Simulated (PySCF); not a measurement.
## Two-component Hartree-Fock for P³⁺ (phosphorus, charge +3)

Start: [Ne] 3s2. Calculated with PySCF 2.14 in x2c-TZVPall-2c with one added diffuse shell each of s, p type (6s7p2d1f, 44 functions): generalised Hartree-Fock with the X2C-1e Hamiltonian and a Gaussian nucleus; one run each with spin-orbit coupling (SO) switched off, then screened by Boettger's factors. This is a chosen level, not necessarily the ground level.

| spinor shell | electrons | ε, spin-free (eV) | ε, screened SO (eV) | weight of nominal j (screened SO) | rms radius, screened SO (bohr) |
| --- | --- | --- | --- | --- | --- |
| 1s1/2 | 2 | -2222.5 | -2222.5 | 1.000 | 0.120 |
| 2s1/2 | 2 | -244.40 | -244.40 | 1.000 | 0.558 |
| 2p1/2 | 2 | -185.79 | -186.44 | 1.000 | 0.536 |
| 2p3/2 | 4 | -185.79 | -185.46 | 1.000 | 0.539 |
| 3s1/2 | 2 | -50.006 | -50.006 | 1.000 | 1.81 |

| quantity | spin-free | screened SO |
| --- | --- | --- |
| E (hartree) | -339.37145 | -339.37187 |
| M_J | 0 | 0 |
| ⟨J²⟩ | 0.000 | 0.000 |
| ⟨L²⟩ | 0.000 | 0.000 |
| ⟨S²⟩ | 0.000 | 0.000 |

Without spin-orbit coupling the j labels of p, d and f shells carry no meaning; the spin-free column gives the mean over the occupied spinors of each nl shell.
